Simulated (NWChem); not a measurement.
All runs are NWChem calculations. System: boron monoxide dimer (B2O2), charge 0, spin multiplicity 1, at a geometry optimised with PBE0/def2-SVP. Level: CCSD(T)/def2-SVPD, 4 core orbitals frozen.

Input file:

```
start mol
memory heap 100 mb stack 700 mb global 1900 mb
geometry units angstroms nocenter noautoz
  O      0.000000     0.000000    -2.025437
  B      0.000000     0.000000    -0.826223
  B      0.000000     0.000000     0.826223
  O      0.000000     0.000000     2.025437
  symmetry group D2h
end
basis spherical
  * library def2-svpd
end
scf
  rhf
  nopen 0
  maxiter 100
  thresh 1e-7
  semidirect memsize 60000000 filesize 0
end
tce
  freeze core 4
  ccsd(t)
  2eorb
  2emet 13
  thresh 1e-6
  maxiter 100
  tilesize 24
end
task tce energy
```

Output (cleaned and shortened):

```
             Northwest Computational Chemistry Package (NWChem) 7.3.0
             --------------------------------------------------------

                                NWChem Input Module
                                -------------------

 Scaling coordinates for geometry "geometry" by  1.889725989
 (inverse scale =  0.529177249)

 Turning off AUTOSYM since
 SYMMETRY directive was detected!

                             Geometry "geometry" -> ""
                             -------------------------

 Output coordinates in angstroms (scale by  1.889725989 to convert to a.u.)

  No.       Tag          Charge          X              Y              Z
 ---- ---------------- ---------- -------------- -------------- --------------
    1 O                    8.0000     0.00000000     0.00000000    -2.02543700
    2 B                    5.0000     0.00000000     0.00000000    -0.82622300
    3 B                    5.0000     0.00000000     0.00000000     0.82622300
    4 O                    8.0000     0.00000000     0.00000000     2.02543700

 Effective nuclear repulsion energy (a.u.)      66.5135290029

            Nuclear Dipole moment (a.u.)
            ----------------------------
        X                 Y               Z
 ---------------- ---------------- ----------------
     0.0000000000     0.0000000000    -0.0000000000

      Symmetry information
      --------------------

 Group name             D2h
 Group number             26
 Group order               8
 No. of unique centers     2

      Symmetry unique atoms

     1    2


 Summary of "ao basis" -> "" (spherical)
 ------------------------------------------------------------------------------
       Tag                 Description            Shells   Functions and Types
 ---------------- ------------------------------  ------  ---------------------
 *                         def2-svpd                  on all atoms

 Summary of "ao basis" -> "ao basis" (spherical)
 ------------------------------------------------------------------------------
       Tag                 Description            Shells   Functions and Types
[...]
      Beta frozen virtuals :     0
         Spin multiplicity : singlet
    Number of AO functions :    86
       Number of AO shells :    34
        Use of symmetry is : on
      Symmetry adaption is : on
         Schwarz screening : 0.10D-09

          Correlation Information
          -----------------------
          Calculation type : Coupled-cluster singles & doubles w/ perturbation
   Perturbative correction : (T)
            Max iterations :      100
        Residual threshold : 0.10D-05
     T(0) DIIS level shift : 0.00D+00
     L(0) DIIS level shift : 0.00D+00
     T(1) DIIS level shift : 0.00D+00
     L(1) DIIS level shift : 0.00D+00
     T(R) DIIS level shift : 0.00D+00
     T(I) DIIS level shift : 0.00D+00
   CC-T/L Amplitude update :  5-th order DIIS
                I/O scheme : Global Array Library
        L-threshold :  0.10D-05
        EOM-threshold :  0.10D-05
 no EOMCCSD initial starts read in
 TCE RESTART OPTIONS
 SLICE:      F
 D4D5:       F
 quantumc:   F
 qrotation:  F
 pwtce:      F
 qducc:      F
 nacto:                         0
 nrotv:                         0
 nrot:                          0

            Memory Information
            ------------------
          Available GA space size is     249029404 doubles
          Available MA space size is     104854996 doubles

 Maximum block size supplied by input
 Maximum block size        24 doubles

 tile_dim =     17

 -------------------------------------------------

 Global array virtual files algorithm will be used

 Parallel file system coherency ......... OK

 4-electron integrals stored in orbital form

 v2    file size   =          1273435
 4-index algorithm nr.  13 is used
 imaxsize =       30
 imaxsize ichop =        0


CCSD iterations
 ---------------------------------------------------------
 Iter          Residuum       Correlation     Cpu    Wall
 ---------------------------------------------------------
    1   0.1860410749716  -0.5369482370871     2.3     2.3
    2   0.0515927884197  -0.5252082861545     2.2     2.2
    3   0.0188316938394  -0.5387320674215     2.2     2.2
    4   0.0099926724572  -0.5385354855710     2.3     2.3
    5   0.0043749580261  -0.5402637030352     2.2     2.2
    6   0.0014728944655  -0.5406104124515     2.2     2.2
    7   0.0006437720241  -0.5406597565760     2.2     2.2
    8   0.0002952161393  -0.5406696780668     2.2     2.2
    9   0.0001828002008  -0.5406687649288     2.2     2.2
   10   0.0000859723427  -0.5406804218451     2.2     2.2
   11   0.0000224500675  -0.5406841560520     2.2     2.2
   12   0.0000092805774  -0.5406839283634     2.2     2.2
   13   0.0000045518912  -0.5406851958529     2.2     2.2
   14   0.0000025745826  -0.5406850389203     2.4     2.4
   15   0.0000013313630  -0.5406852903483     2.3     2.3
   16   0.0000004087477  -0.5406853151453     2.2     2.2
 -----------------------------------------------------------------
 Iterations converged
 CCSD correlation energy / hartree =        -0.540685315145340
 CCSD total energy / hartree       =      -199.575426813478003

 Singles contributions

 Doubles contributions
 CCSD(T)
 Using plain CCSD(T) code
             total no. of tasks         5376
 total no. of tasks / no. procs         5376
                         wl_min          128           2.2
                         wl_max       124848           7.1
        thresh for no. of tasks         5376

 CCSD[T]  correction energy / hartree =        -0.026213085349368
 CCSD[T] correlation energy / hartree =        -0.566898400494708
 CCSD[T] total energy / hartree       =      -199.601639898827358
 CCSD(T)  correction energy / hartree =        -0.022274423772102
 CCSD(T) correlation energy / hartree =        -0.562959738917442
 CCSD(T) total energy / hartree       =      -199.597701237250106

 Task  times  cpu:       59.8s     wall:       59.8s

 Total times  cpu:       59.9s     wall:       59.9s
```
